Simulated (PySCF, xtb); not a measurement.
C4H8ClF, SMILES CCC[C@@H](F)Cl. Other conformers were not sampled.

Harmonic wavenumbers (cm⁻¹) from GFN2-xTB (xtb) at its own minimum, in rising order: 81, 88, 148, 234, 292, 339, 377, 478, 739, 786, 880, 936, 966, 1079, 1100, 1114, 1128, 1191, 1226, 1269, 1274, 1303, 1357, 1417, 1462, 1492, 1501, 1502, 2912, 2975, 2993, 2997, 3003, 3038, 3044, 3049.

Task: What does PBE-D3(BJ)/def2-SVP (PySCF) give at its own minimum? (An estimate is asked for; the answer gives what the named calculation found.)

Result: 91, 107, 147, 251, 303, 346, 384, 495, 737, 754, 839, 888, 953, 1043, 1075, 1111, 1114, 1189, 1219, 1267, 1274, 1331, 1349, 1355, 1399, 1419, 1421, 1433, 2965, 2968, 2985, 3003, 3017, 3044, 3055, 3064. Paired by order, the mean absolute difference is 23 cm⁻¹ and the zero-point energies are 71.1 and 70.6 kcal/mol.
